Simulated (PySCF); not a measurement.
**Calcium: a sound run and one with changed settings**

Sound run: Ca⁺ [Ar] 4s1, Ca²⁺ [Ar]. All numbers are calculated (PySCF 2.14, scalar relativity by spin-free X2C-1e, in x2c-SVPall (5s3p2d, 24 functions)). The sound run starts from symmetry-adapted Hartree-Fock orbitals and uses a fine grid where one is needed.

Changed run: radial step 0.5 in ln r (0.13 in the sound run). This setting is unsound on purpose.

```json
{"species": "Ca⁺", "method": "UHF", "sound run (hartree)": "-679.33084", "changed run (hartree)": "-679.33084", "converged": "yes"}
{"species": "Ca⁺", "method": "r2SCAN", "sound run (hartree)": "-680.07958", "changed run (hartree)": "-680.00354", "converged": "yes"}
{"species": "Ca⁺", "method": "BP86", "sound run (hartree)": "-680.18760", "changed run (hartree)": "-680.21362", "converged": "yes"}
{"species": "Ca²⁺", "method": "UHF", "sound run (hartree)": "-678.91527", "changed run (hartree)": "-678.91527", "converged": "yes"}
{"species": "Ca²⁺", "method": "r2SCAN", "sound run (hartree)": "-679.65093", "changed run (hartree)": "-679.57158", "converged": "yes"}
{"species": "Ca²⁺", "method": "BP86", "sound run (hartree)": "-679.74755", "changed run (hartree)": "-679.77243", "converged": "yes"}
```

Ionisation energy of Ca⁺:

```tsv
method	sound run (eV)	changed run (eV)
UHF	11.308	11.308
r2SCAN	11.664	11.754
BP86	11.974	12.005
```

A coarse radial grid mis-integrates the density and the exchange-correlation energy, with errors of either sign; Hartree-Fock needs no grid.

For comparison, NIST gives 11.872 eV between the lowest levels.
